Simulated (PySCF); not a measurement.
## Electron affinity of Eu by level of theory

Eu⁻ [Xe] 4f7 6s2 6p1 [4f5/2^6 4f7/2^1 6p1/2^1, M_J = 3] → Eu [Xe] 4f7 6s2 [4f5/2^6 4f7/2^1, M_J = 7/2], as a difference of total energies. Calculation: PySCF 2.14, in x2c-TZVPall-2c with one added diffuse shell each of s, p, d, f type (12s12p11d5f1g, 147 functions); the two-component X2C-1e Hamiltonian. Correlated levels: [Ar] 3d10 frozen; the 18 highest virtual spinors dropped. "Screened" scales the spin-orbit matrix elements by Boettger's factors to mimic the two-electron term; Breit and QED terms are absent.

| method | electron affinity (eV) |
| --- | --- |
| GHF (spin-free) | -0.237 |
| GMP2 (spin-free) | -0.183 |
| GHF (screened spin-orbit) | -0.221 |
| GMP2 (screened spin-orbit) | -0.176 |

The configuration of this anion was assumed by filling the next shell in order. It is not the known or likely ground configuration (Ca⁻, Sr⁻ and Ba⁻, for instance, bind a p electron), so these values are not the electron affinity of the element.

The labels give the starting determinants; with spin-orbit coupling the two ends relaxed to ⟨J²⟩ = 14.72, ⟨L²⟩ = 2.18, ⟨S²⟩ = 19.80 and ⟨J²⟩ = 15.76, ⟨L²⟩ = 0.10, ⟨S²⟩ = 15.71.

A negative affinity means that the anion lies above the atom at that level of theory.

The determinant of Eu⁻ mixes levels of different J (the jj label is only the starting occupation), so the difference between spin-free and spin-orbit rows is not the physical spin-orbit shift.
